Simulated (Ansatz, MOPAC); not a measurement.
Molecule: 2,2,2-trifluoroacetaldehyde, C2HF3O (charge 0, singlet). SMILES: C(C(F)(F)F)=O
Geometry: optimised at B3LYP-D3(BJ)/def2-TZVP (Ansatz, a quantum-chemistry and plane-wave program).

Quantity: size of the dipole moment, in D. Set-up: no spin-orbit coupling; dispersion terms only where a functional's name holds one; six Cartesian d functions in 6-31G* and its kin unless marked 5d; LANL2DZ all-electron up to Ne; non-relativistic. Ab initio and DFT rows: single points at B3LYP-D3(BJ) geometries (Ansatz). Semi-empirical rows: dipoles at the shared geometry.

```
level         program  size of the dipole moment (D)
------------  -------  -----------------------------
PM6             MOPAC                           1.99
MNDO            MOPAC                           1.97
PBE/3-21G      Ansatz                           1.31
PBE/LANL2DZ    Ansatz                           1.83
B3LYP/3-21G    Ansatz                           1.45
B3LYP/6-31G    Ansatz                           1.74
B3LYP/6-31G*   Ansatz                           1.55
```

No value to compare with is used here. The 7 habitual levels span 1.31 (PBE/3-21G) to 1.99 D (PM6).

The levels are drawn from those run, B3LYP/6-31G* more often than the rest, none by its result; left out are runs that failed, that the program found above a lower state of the same kind, or whose <S^2> lies over 0.5 above the pure value.
